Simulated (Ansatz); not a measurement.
**Ligand exchange: C2H10Si2 + CH5N → C2H11NSi2 + CH4**

Species: C2H10Si2 `CC[SiH2][SiH3]`, singlet; CH5N (methylamine) `CN`, singlet; C2H11NSi2 `CC[SiH](N)[SiH3]`, singlet; CH4 (methane) `C`, singlet. The partners trade H for NH2: Si–H and C–NH2 bonds give way to Si–NH2 and C–H.

Shapes, held fixed at every level: PBE0-D4/def2-TZVP. Flexible molecules stand in one conformer, not always the lowest. Programs: Ansatz 0.2.0. The zero-point and thermal change to 298 K, harmonic and unscaled (PBE0-D4/def2-TZVP), is -0.1 kJ/mol.

Problem. Estimate ΔH(298 K) of this reaction.

Solution. The highest level, CCSD(T)/CBS estimate, gives ΔH(298 K) = -133.9 kJ/mol; the levels span -138.6 to -127.1. The column of differences is taken from that level and isn't an error. No measured value is set beside it here. The CBS estimate extrapolates MP2 from def2-TZVPP and def2-QZVPP and adds CCSD(T) − MP2 in the triple-zeta set, cores frozen.

```
               level                   kind  ΔH(298 K) (kJ/mol)  less CCSD(T)/CBS estimate
       HF/def2-TZVPP           Hartree–Fock              -127.1                       +6.8
r2SCAN-D4/def2-TZVPP               meta-GGA              -135.2                       -1.3
 BHLYP-D4/def2-TZVPP          global hybrid              -135.0                       -1.1
   B2PLYP/def2-TZVPP          double hybrid              -132.4                       +1.5
      MP2/def2-TZVPP    perturbation theory              -138.6                       -4.7
  CCSD(T)/def2-TZVPP  coupled cluster or CI              -131.1                       +2.8
     CCSD/def2-TZVPP  coupled cluster or CI              -130.3                       +3.6
CCSD(T)/CBS estimate  coupled cluster or CI              -133.9                        0.0
```
